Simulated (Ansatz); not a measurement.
Sn(SiH3)4 (Si₄SnH₁₂), relaxed as a singlet with RKS B3LYP-D4/def2-SVP in Ansatz, starting from the GFN2-xTB geometry. Force threshold 0.02 eV/Å.

In the def2 sets Sn takes a core potential; there is no spin–orbit coupling.

Start:

```xyz
17

Sn   -0.001    0.019   -0.002
Si   -1.405   -1.356   -1.634
H    -1.397   -2.770   -1.276
H    -0.897   -1.245   -2.996
H    -2.795   -0.914   -1.649
Si   -1.051   -0.096    2.324
H    -1.035   -1.462    2.835
H    -2.438    0.354    2.312
H    -0.325    0.737    3.277
Si    0.107    2.443   -0.804
H    -1.222    3.039   -0.868
H     0.694    2.532   -2.136
H     0.915    3.265    0.089
Si    2.350   -0.979    0.112
H     2.309   -2.341    0.633
H     3.216   -0.198    0.987
H     2.975   -1.027   -1.205
```

Question: Estimate the energy that the relaxation releases and the steps that it takes.

Answer: 0.17 eV, in 4 steps; 18 s on 2 threads of AMD EPYC 7R13 on a shared host. No frequencies were taken in this run, so the end may be a saddle point.

Question: Does the start keep its bonding and symmetry?

Answer: By distances, no bond broke or formed. The bond that changes most is Si6–H8, from 1.46 to 1.49 Å (atoms count from 1).

Question: Predict the relaxed structure.

Answer: 
```xyz
17

Sn   -0.0012    0.0092   -0.0014
Si   -1.4267   -1.3778   -1.6553
H    -1.4111   -2.8195   -1.2659
H    -0.8818   -1.2510   -3.0399
H    -2.8406   -0.8969   -1.6519
Si   -1.0674   -0.0935    2.3530
H    -1.0524   -1.4984    2.8596
H    -2.4821    0.3822    2.3045
H    -0.3057    0.7665    3.3072
Si    0.1097    2.4641   -0.8072
H    -1.2614    3.0533   -0.8641
H     0.7158    2.5312   -2.1704
H     0.9421    3.2788    0.1274
Si    2.3840   -0.9857    0.1086
H     2.3288   -2.3812    0.6377
H     3.2494   -0.1671    1.0093
H     3.0006   -1.0142   -1.2513
```
Bond lengths: 4 × Si–Sn 2.59 Å; 12 × H–Si 1.49 Å.
